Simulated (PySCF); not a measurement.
## Correlation energy of Pb+ (lead, charge +1)

[Xe] 4f14 5d10 6s2 6p1, 2P determinant. All numbers are calculated (PySCF 2.14, a scalar-relativistic core potential, in def2-TZVPPD with the def2 core potential (60 electrons) (7s5p4d2f, 56 functions)). Frozen: nothing; 21 electrons correlated.

```
  level  correlation energy (mhartree)
   CCSD                        -384.54
    (T)                          -7.82
CCSD(T)                        -392.36
```

Diagnostics: T1 = 0.0090, D1 = 0.0364, largest double amplitude 0.054.

Spin-orbit coupling, absent here, splits the open shell strongly.

Cost of the coupled-cluster step: of the order of 14 core-seconds, for 21 correlated electrons.

Iterations:

```
CC2 = 0
CCSD nocc = (np.int64(11), np.int64(10)), nmo = (56, 56)
frozen orbitals [[], []]
max_cycle = 100
direct = 0
conv_tol = 1e-08
conv_tol_normt = 1e-06
diis_space = 8
diis_start_cycle = 0
Init t2, MP2 energy = -0.415143581718282
Init E_corr(UCCSD) = -0.415143581743517
cycle = 1  E_corr(UCCSD) = -0.372641583775833  dE = 0.042501998  norm(t1,t2) = 0.0683316
cycle = 2  E_corr(UCCSD) = -0.384962503102939  dE = -0.0123209193  norm(t1,t2) = 0.0157806
cycle = 3  E_corr(UCCSD) = -0.383837832967544  dE = 0.00112467014  norm(t1,t2) = 0.00556476
cycle = 4  E_corr(UCCSD) = -0.384535791084058  dE = -0.000697958117  norm(t1,t2) = 0.00187881
cycle = 5  E_corr(UCCSD) = -0.384553116139736  dE = -1.73250557e-05  norm(t1,t2) = 0.000198664
cycle = 6  E_corr(UCCSD) = -0.384541420264168  dE = 1.16958756e-05  norm(t1,t2) = 5.69049e-05
cycle = 7  E_corr(UCCSD) = -0.384542453474484  dE = -1.03321032e-06  norm(t1,t2) = 9.86785e-06
cycle = 8  E_corr(UCCSD) = -0.38454272878868  dE = -2.75314196e-07  norm(t1,t2) = 1.51144e-06
cycle = 9  E_corr(UCCSD) = -0.384542681665747  dE = 4.71229331e-08  norm(t1,t2) = 4.31231e-07
cycle = 10  E_corr(UCCSD) = -0.384542678557035  dE = 3.10871184e-09  norm(t1,t2) = 7.77905e-08
UCCSD converged
E(UCCSD) = -191.9787968187896  E_corr = -0.3845426785570354
UCCSD(T) correction = -0.0078159260615781
```

The basis has no tight functions for the innermost shells, so their pair energies are far from complete.

This basis was not built for core-valence correlation, so the inner-shell part is incomplete.
